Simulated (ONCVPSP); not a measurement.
# PBE ONCV dataset for Yb, non-relativistic all-electron reference.

| Item | Value |
| --- | --- |
| Element | Yb (Z = 70) |
| Generator | ONCVPSP 4.0.1 |
| Type | optimised norm-conserving Vanderbilt (ONCV) |
| Functional | PBE |
| Relativity | non-relativistic |
| Frozen core | [Kr] 4d10 |
| Valence charge | 24 |
| Reference configuration | 4f14 5s2 5p6 6s2 |
| Partial waves | 5s+6s: rc 2.55 bohr, ncon 3, nbas 6, qcut 3.7 1/bohr, 2 projectors; 5p: rc 1.75 bohr, ncon 4, nbas 8, qcut 8.1 1/bohr, 2 projectors, debl 0.5 Ha; d scattering state at 0.38 Ha: rc 2.70 bohr, ncon 3, nbas 8, qcut 4.2 1/bohr, 1 projector; 4f: rc 0.80 bohr, ncon 4, nbas 9, qcut 21.6 1/bohr, 2 projectors, debl 2.4 Ha |
| Local potential | polynomial inside 0.55 bohr (lpopt 5, dvloc0 0 Ha) |
| Core correction | Teter function fitted to the true core (icmod 2), fcfact 0.35 |

In the p channel the program set the typed energies aside and used -0.960, 0.250 Ha. In the d channel the program set the typed energies aside and used -0.052 Ha.

All-electron outer shells of the reference configuration (PBE, non-relativistic, ld1.x):

```csv
shell,level (eV),outermost node (bohr),outermost maximum (bohr)
5s,-45.69,0.63,1.16
5p,-26.13,0.65,1.29
4f,-7.55,–,0.47
6s,-3.60,1.60,3.63
```

Results:

| Item | Value |
| --- | --- |
| Cutoffs needed | 197 Ha and 216 Ha (the cutoffs (Ha) at which the residual kinetic energy of the hardest occupied pseudo-wave falls to 1 and 0.1 mHa per electron) |
| Ghost test | ghosts flagged at negative energy: s at -935.0 eV, s at -21.8 eV, p at -569.9 eV, d at -154.0 eV; no localised positive-energy state flagged; a true bound ghost makes a file unfit for plane-wave use |
| Configuration tests | tests left out (the all-electron energies of this program are off by 10 to 40 meV for near-neutral 4f atoms) |
| rms error of d²Exc/dni dnj | 5.96 mHa without and 3.02 mHa with the model core |

Generation and tests took about 12 s on one core of a shared server CPU.
